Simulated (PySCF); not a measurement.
# GeC⁻ at ROHF

Level: ROHF. PySCF, spin-free X2C with a Gaussian nucleus, basis sets Ge aug-cc-pVDZ-DK, C aug-cc-pVDZ-DK.

```json
{
 "state": "²Σ⁺ (doublet), unpaired electrons σ ↑",
 "bond length": "172.8 pm",
 "harmonic wavenumber": "965 cm⁻¹",
 "force constant": "5.67 mdyn/Å",
 "rotational constant Be": "0.5467 cm⁻¹",
 "anharmonicity ωexe": "4.32 cm⁻¹",
 "vibration–rotation constant αe": "0.00347 cm⁻¹",
 "bond order (Mayer)": "2.71",
 "dipole moment (positive dipole points towards C; it is taken about the centre of mass and depends on that origin)": "-3.59 D"
}
```

Spin–orbit coupling is left out. Hartree–Fock leaves out correlation, which carries a large part of most bond energies and some tenths to 1 eV of ionisation energies. The state was picked by a PBE0 search and need not be the measured ground state.
